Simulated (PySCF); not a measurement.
**Where the electron goes**

Species: C₅H₁₀FN.
Cartesian coordinates in Å at the GFN2-xTB level; atoms count from 1:
```
atom  x, y, z in Å
C1    -2.3528    1.3430   -0.0552
C2    -1.2597    0.3880   -0.5194
N3    -0.1868    0.4040    0.4369
C4     0.8522   -0.2927    0.3063
C5     1.9256   -0.2228    1.3401
C6     1.1024   -1.2267   -0.8604
F7     2.3093   -1.8686   -0.7679
H8    -3.1771    1.3493   -0.7638
H9    -1.9506    2.3482    0.0327
H10   -2.7228    1.0345    0.9182
H11   -0.8963    0.6914   -1.5113
H12   -1.6700   -0.6263   -0.6222
H13    2.0922   -1.2109    1.7664
H14    1.6370    0.4740    2.1199
H15    2.8596    0.0979    0.8811
H16    0.3265   -2.0016   -0.9060
H17    1.1043   -0.6688   -1.8056
```

Level of theory: TDDFT wB97X-D/def2-SVPD, vertical, gas phase, core orbitals frozen in the response (PySCF 2.14.0, density-fitted response routines).

Kohn–Sham orbitals with the atoms that hold most of them (Löwdin shares over 4%, at most four atoms; ? is withheld):

| orbital | ε (eV) | atoms |
| --- | --- | --- |
| LUMO+2 | 2.80 | C1 16%, C5 11%, C2 10%, F7 10% |
| LUMO+1 | 2.22 | C6 21%, C2 11%, C4 9%, H17 9% |
| LUMO | 1.75 | ? |
| HOMO | ? | ? |
| HOMO-1 | -9.99 | N3 35%, C4 21%, C2 11%, C5 7% |
| HOMO-2 | -11.95 | C1 22%, F7 18%, C2 12%, C6 9% |
| HOMO-3 | -12.11 | C1 24%, C2 19%, C4 13%, C5 10% |

**Question.** Give the leading atoms of the LUMO.

**Answer.** C4 (bonded to 2 C and N) 33%; N3 (bonded to 2 C) 32%; C6 (bonded to C, F and 2 H) 7%; C5 (bonded to C and 3 H) 6%. By element: carbon 46% or more, nitrogen 32%.

**Question.** Give the leading atoms of the HOMO.

**Answer.** N3 (bonded to 2 C) 55%; C2 (bonded to C, N and 2 H) 11%; C4 (bonded to 2 C and N) 10%; C6 (bonded to C, F and 2 H) 6%. By element: nitrogen 55%, carbon 27% or more.

**Question.** What is the HOMO energy, and the HOMO–LUMO gap?

**Answer.** ε(HOMO) = -8.91 eV; the gap is 10.65 eV (0.3915 hartree).

**Question.** The HOMO–LUMO gap is 10.65 eV. Where does the response calculation put the lowest singlet, and from which orbitals?

**Answer.** S1 is at 5.05 eV (f = 0.0006), 5.60 eV below the gap, made of HOMO→LUMO (98%). 

**Question.** One configuration dominates each of S1, S2, S3 and S5. Which, and how do the shares of the two leading atoms of either orbital change from the occupied to the empty one?

**Answer.** 
- S1 (5.05 eV, f 0.0006), HOMO→LUMO (98%): N3 55% → 32%, C2 11% → at most 6%, C4 10% → 33%
- S2 (7.05 eV, f 0.037), HOMO→LUMO+1 (82%): N3 55% → at most 9%, C2 11% → 11%, C6 6% → 21%
- S3 (7.60 eV, f 0.231), HOMO-1→LUMO (74%): N3 35% → 32%, C4 21% → 33%
- S5 (8.01 eV, f 0.012), HOMO-1→LUMO+1 (90%): N3 35% → at most 9%, C4 21% → 9%, C6 at most 7% → 21%, C2 11% → 11%

One conformer stands for the species.
